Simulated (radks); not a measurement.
Results of a calculation; reference values are marked as such.
La, configuration [Xe] 5d1 6s2. Level of theory: scalar-relativistic Kohn-Sham, PBEsol, spin-polarised, spherical densities, finite nucleus; open shells are filled with parallel spins first (spin-orbit coupling, left out, can overturn this in heavy ions); Fermi nuclear charge, rms radius 4.855 fm (a radial shooting solver on a logarithmic mesh with Libxc functionals). Some entries of the table are withheld. Estimate them.

| orbital | occ. | eigenvalue (Ry) | r(max) (bohr) |
|---|---|---|---|
| 1s down | 1 | -2846.627 | 0.01608 |
| 1s up | 1 | -2846.627 | 0.01608 |
| 2s up | 1 | -453.1883 | 0.09098 |
| 2s down | 1 | -453.1863 | 0.09098 |
| 2p up | 3 | -406.2624 | 0.07314 |
| 2p down | 3 | -406.2609 | 0.07314 |
| 3s up | 1 | -96.91499 | 0.2605 |
| 3s down | 1 | -96.91400 | 0.2605 |
| 3p up | 3 | -81.92824 | 0.2549 |
| 3p down | 3 | -81.92716 | 0.2549 |
| 3d up | 5 | -60.37287 | 0.2101 |
| 3d down | 5 | -60.37126 | 0.2101 |
| 4s up | 1 | -19.55677 | 0.6083 |
| 4s down | 1 | -19.55384 | 0.6083 |
| 4p up | 3 | -14.68142 | 0.6354 |
| 4p down | 3 | -14.67875 | 0.6354 |
| 4d up | 5 | -7.62606 | 0.6718 |
| 4d down | 5 | -7.62328 | 0.6719 |
| 5s up | 1 | (1) | 1.409 |
| 5s down | 1 | (2) | 1.406 |
| 5p up | 3 | (3) | 1.588 |
| 5p down | 3 | (4) | 1.583 |
| 6s up | 1 | -0.28297 | (5) |
| 6s down | 1 | -0.25882 | (6) |
| 5d up | 1 | -0.24433 | 2.225 |
| 5d down | 0 | -0.20763 | 2.216 |

Answer. 
(1) 5s up eigenvalue (Ry): -2.87035
(2) 5s down eigenvalue (Ry): -2.84955
(3) 5p up eigenvalue (Ry): -1.65840
(4) 5p down eigenvalue (Ry): -1.62951
(5) 6s up r(max) (bohr): 3.774
(6) 6s down r(max) (bohr): 3.852
